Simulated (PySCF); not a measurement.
Species: `COC(=O)[Si@H]1C[SiH2][SiH2][SiH2]1`. The columns A, B, C and D hold Mulliken, IAO, Hirshfeld and ESP-fitted charges (e) of one PBE0/pcSseg-1 density (PySCF), in a shuffled order. Coordinates in Å (GFN2-xTB); the density's dipole moment is (1.57, 0.30, -0.97) D.

| atom | x | y | z | A | B | C | D |
| --- | --- | --- | --- | --- | --- | --- | --- |
| C1 | 3.547 | -0.351 | 1.054 | -0.223 | -0.035 | -0.049 | -0.192 |
| O2 | 2.621 | 0.116 | 0.077 | -0.325 | -0.100 | -0.448 | -0.377 |
| C3 | 1.323 | -0.013 | 0.348 | +0.272 | +0.117 | +0.267 | +0.692 |
| O4 | 0.901 | -0.504 | 1.377 | -0.471 | -0.228 | -0.425 | -0.540 |
| Si5 | 0.140 | 0.708 | -0.960 | +0.566 | +0.255 | +0.359 | +0.124 |
| C6 | -0.998 | -0.788 | -1.322 | -0.794 | -0.247 | -0.821 | -0.327 |
| Si7 | -1.897 | -1.476 | 0.236 | +0.475 | +0.236 | +0.409 | +0.267 |
| Si8 | -2.365 | 0.405 | 1.525 | +0.159 | +0.148 | +0.001 | +0.140 |
| Si9 | -1.162 | 2.079 | 0.406 | +0.154 | +0.146 | +0.148 | +0.118 |
| H10 | 3.619 | 0.368 | 1.872 | +0.152 | +0.051 | +0.121 | +0.124 |
| H11 | 3.214 | -1.311 | 1.454 | +0.158 | +0.047 | +0.126 | +0.129 |
| H12 | 4.506 | -0.452 | 0.553 | +0.164 | +0.056 | +0.129 | +0.146 |
| H13 | 0.963 | 1.048 | -2.129 | -0.090 | -0.069 | -0.024 | -0.071 |
| H14 | -1.747 | -0.488 | -2.057 | +0.160 | +0.038 | +0.173 | +0.110 |
| H15 | -0.432 | -1.593 | -1.791 | +0.164 | +0.041 | +0.174 | +0.092 |
| H16 | -3.085 | -2.193 | -0.265 | -0.113 | -0.086 | -0.057 | -0.117 |
| H17 | -1.070 | -2.510 | 0.856 | -0.092 | -0.076 | -0.023 | -0.064 |
| H18 | -3.807 | 0.706 | 1.601 | -0.086 | -0.079 | -0.025 | -0.081 |
| H19 | -1.984 | 0.282 | 2.935 | -0.070 | -0.069 | -0.004 | -0.053 |
| H20 | -0.332 | 2.963 | 1.239 | -0.076 | -0.071 | -0.011 | -0.063 |
| H21 | -1.963 | 3.021 | -0.393 | -0.084 | -0.076 | -0.019 | -0.057 |

Q: Which column most likely holds the ESP-fitted charges?

A: D. Σ q r misses the density's dipole by 0.02 D (D), 0.60 D (B), 1.14 D (A), 2.77 D (C). Charges fitted to the outside potential are the only set here that is tied to the molecule's multipoles.

Q: And the Hirshfeld charges?

A: B. The mean sizes are 0.108 e (B), 0.182 e (C), 0.185 e (D), 0.231 e (A), and Hirshfeld charges are commonly the smallest of these schemes.

As computed, A = IAO, B = Hirshfeld, C = Mulliken, D = ESP-fitted. Hydrogens on carbon: IAO +0.15 to +0.16, Hirshfeld +0.04 to +0.06, Mulliken +0.12 to +0.17, ESP-fitted +0.09 to +0.15 e.

The Hirshfeld scheme divides the density at each point in proportion to the densities of the neutral, spherically averaged free atoms. The ESP scheme fits charges at the nuclei, held to the total charge, to the electrostatic potential on points at 1.4 to 2.0 times the van der Waals radii.

Isolated species at its GFN2-xTB geometry (one conformer only). GFN2-xTB frequencies show an imaginary mode (22i cm⁻¹), so this geometry is no minimum at that level.
